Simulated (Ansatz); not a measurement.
C10H7I, SMILES `Ic1ccc2ccccc2c1` at its PBE0-D4/def2-TZVP geometry, where that method's forces vanish. Charge 0, multiplicity 1. I takes the def2 core potential.

| atom | x (Å) | y (Å) | z (Å) |
| --- | --- | --- | --- |
| I1 | -4.124 | 0.602 | 1.715 |
| C2 | -2.256 | 0.066 | 0.957 |
| C3 | -1.911 | -1.298 | 0.908 |
| C4 | -0.691 | -1.665 | 0.414 |
| C5 | 0.231 | -0.701 | -0.048 |
| C6 | 1.496 | -1.056 | -0.562 |
| C7 | 2.365 | -0.096 | -1.001 |
| C8 | 2.007 | 1.265 | -0.946 |
| C9 | 0.788 | 1.640 | -0.453 |
| C10 | -0.130 | 0.671 | 0.007 |
| C11 | -1.395 | 1.033 | 0.521 |
| H12 | -2.611 | -2.046 | 1.259 |
| H13 | -0.419 | -2.714 | 0.373 |
| H14 | 1.768 | -2.105 | -0.603 |
| H15 | 3.335 | -0.379 | -1.394 |
| H16 | 2.704 | 2.017 | -1.297 |
| H17 | 0.510 | 2.687 | -0.410 |
| H18 | -1.667 | 2.081 | 0.562 |

(1) For each bond, give half the difference of the two atoms' forces along it (eV/Å; positive pushes the atoms apart) under PBE-D4, r2SCAN-D4, B3LYP-D4, ωB97M-V in def2-TZVPP. (Estimate.)

## Answers

(1) Computed: 
```tsv
bond	length (Å)	PBE-D4	r2SCAN-D4	B3LYP-D4	ωB97M-V
C2–C11	1.366	0.24	0.13	0.00	-0.18
C3–C4	1.366	0.25	0.19	0.09	-0.14
C3–H12	1.082	0.00	-0.12	-0.13	-0.07
C4–C5	1.411	-0.08	-0.05	0.03	0.21
C4–H13	1.085	0.02	-0.08	-0.14	-0.10
C5–C6	1.411	-0.08	-0.05	0.03	0.22
C5–C10	1.420	0.22	0.19	0.10	-0.34
C6–H14	1.085	0.02	-0.08	-0.14	-0.09
C7–C8	1.408	-0.04	-0.01	0.10	0.23
C8–H16	1.084	0.01	-0.09	-0.14	-0.10
C9–C10	1.412	-0.06	-0.03	0.03	0.19
C9–H17	1.085	0.01	-0.09	-0.14	-0.08
C10–C11	1.412	-0.08	-0.03	0.01	0.21
C11–H18	1.083	0.01	-0.11	-0.13	-0.06
```

B3LYP here is the variant with VWN-RPA as its local correlation; programs differ in this.
